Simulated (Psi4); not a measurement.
Cl4Te (SMILES Cl[Te](Cl)(Cl)Cl), singlet, geometry from GFN2-xTB (core potentials on Te), with bond 4-1 at 2.0 times its length. Base run: B3LYP/def2-SV(P) (Psi4).

Geometry (Å):
```xyz
5

Te    -0.0053     0.0122     0.4833
Cl     1.1660    -1.4908    -0.8264
Cl     1.9042     1.5034     0.1204
Cl    -2.2878     2.8805    -2.3361
Cl    -1.9073    -1.4964     0.1542
```
All else is at Psi4's defaults (density fitting).
Base energy -2108.30398 Eh.

Each row names what was changed in the base input (with any setting that the change needs).

| change | ΔE vs base (mEh) | SCF cycles | grid points | basis functions | outcome |
|---|---|---|---|---|---|
| base | 0.000 | 17 | 103741 | 98 | converged |
| dft_radial_scheme = multiexp | -0.003 | 17 | 112642 | 98 | converged |
| cholesky_tolerance = 1e-6 (with scf_type cd) | 0.040 | 17 | 103741 | 98 | converged |
| scf_type = direct | 0.038 | 19 | 103741 | 98 | converged |
| soscf = true | 0.000 | 12 | 103741 | 98 | converged |
| scf_type = out_of_core | 0.038 | 17 | 103741 | 98 | converged |
| df_basis_scf = cc-pvqz-jkfit | - | - | - | 98 | input refused |
| puream = true | 0.000 | 17 | 103741 | 98 | converged |
| dft_nuclear_scheme = stratmann | -0.001 | 17 | 96646 | 98 | converged |
| scf_type = disk_df | 0.000 | 17 | 103741 | 98 | converged |
| scf_type = dfdirj+link | -0.053 | 17 | 103741 | 98 | converged |
| dft_radial_points = 150 | 0.004 | 17 | 206412 | 98 | converged |
| scf_type = cd | -0.202 | 17 | 103741 | 98 | converged |

- df_basis_scf = cc-pvqz-jkfit: ended with `psi4.driver.qcdb.exceptions.BasisSetNotFound: BasisSet::construct: Unable to find a basis set for atom 1 for key JKFIT among:`
